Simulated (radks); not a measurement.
Problem. Pb II, configuration [Hg] 6p1. Calculated with a radial shooting solver on a logarithmic mesh with Libxc functionals: scalar-relativistic Kohn-Sham, RPBE, spin-polarised, spherical densities, point nucleus; open shells are filled with parallel spins first (spin-orbit coupling, left out, can overturn this in heavy ions). Some entries of the table are withheld. Estimate them.

| orbital | occ. | eigenvalue (hartree) | <r^2> (bohr^2) | r(max) (bohr) |
|---|---|---|---|---|
| 1s up | 1 | -3239.420 | 0.0003570 | 0.009836 |
| 1s down | 1 | -3239.420 | 0.0003570 | 0.009836 |
| 2s up | 1 | -579.6334 | 0.005417 | 0.05713 |
| 2s down | 1 | -579.6333 | 0.005417 | 0.05713 |
| 2p up | 3 | -497.0880 | 0.004618 | 0.04761 |
| 2p down | 3 | -497.0878 | 0.004618 | 0.04761 |
| 3s up | 1 | -139.3574 | 0.03484 | 0.1611 |
| 3s down | 1 | -139.3572 | 0.03484 | 0.1611 |
| 3p up | 3 | -115.6953 | 0.03612 | 0.1613 |
| 3p down | 3 | -115.6950 | 0.03612 | 0.1613 |
| 3d up | 5 | -91.60287 | 0.02993 | 0.1314 |
| 3d down | 5 | -91.60268 | 0.02993 | 0.1314 |
| 4s up | 1 | -31.77165 | 0.1665 | 0.3622 |
| 4s down | 1 | -31.77131 | 0.1665 | 0.3622 |
| 4p up | 3 | -24.01962 | 0.1909 | 0.3824 |
| 4p down | 3 | -24.01924 | 0.1909 | 0.3824 |
| 4d up | 5 | -15.05737 | 0.2143 | 0.3884 |
| 4d down | 5 | -15.05693 | 0.2143 | 0.3884 |
| 5s up | 1 | -5.57731 | 0.8165 | 0.7890 |
| 5s down | 1 | -5.57643 | 0.8165 | 0.7890 |
| 4f up | 7 | -5.16291 | 0.2467 | 0.3499 |
| 4f down | 7 | -5.16239 | 0.2467 | 0.3499 |
| 5p up | 3 | -3.43506 | 1.078 | 0.8821 |
| 5p down | 3 | -3.43431 | 1.077 | 0.8822 |
| 5d up | 5 | -1.06030 | 1.977 | 1.072 |
| 5d down | 5 | -1.05559 | 1.951 | 1.072 |
| 6s up | 1 | -0.71411 | 5.713 | 1.952 |
| 6s down | 1 | -0.68843 | 5.682 | 1.935 |
| 6p up | 1 | -0.37140 | (1) | 2.523 |
| 6p down | 0 | -0.34366 | (2) | 2.519 |

Solution. 
(1) 6p up <r^2> (bohr^2): 10.36
(2) 6p down <r^2> (bohr^2): 10.55
